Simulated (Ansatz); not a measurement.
Isolated molecules relaxed with PBE0-D4/def2-TZVP in Ansatz; ΔE leaves out vibrations. CCSD(T)/CBS is the MP2 limit (def2-TZVPP, def2-QZVPP) plus CCSD(T) − MP2 in def2-TZVPP, frozen cores. This one scheme is used for every species. Functionals use def2-TZVPP. B3LYP here is the variant with VWN-RPA as its local correlation; programs differ in this. Each species was taken in one conformer, which may not be the lowest.

`N[Si@H](F)S[Si@@H](N)Cl` + H₂O → `N[SiH](O)F` + `N[SiH](S)Cl`  (formal hydrolysis of the Si–S bond)

```
             level  ΔE (kJ/mol)
            PBE-D4        -35.3
         r2SCAN-D4        -46.7
          B3LYP-D4        -45.9
            r2SCAN        -50.1
             B3LYP        -63.5
SCS-MP2/def2-TZVPP        -53.3
   CCSD/def2-TZVPP        -55.7
SCS-MP2/def2-QZVPP        -50.8
```

Q: What does CCSD(T)/CBS give? (Estimate.)

A: The calculation gave: -45.8 kJ/mol. The listed levels differ from it by 10.5, -0.9, -0.1, -4.3, -17.7, -7.5, -9.9, -5.0 kJ/mol.

Largest T1 diagnostic among the species: 0.011.

The D4 term adds +17.6 kJ/mol with B3LYP and +10.2 kJ/mol with PBE0; it sums over pairs of atoms, weighted by their polarisabilities, and B3LYP, whose exchange is more repulsive, gets the larger term. In def2-TZVPP, CCSD(T) changes the Hartree–Fock value by +22.1 kJ/mol (the triples alone add +4.5 kJ/mol) and MP2 by +27.2 kJ/mol.
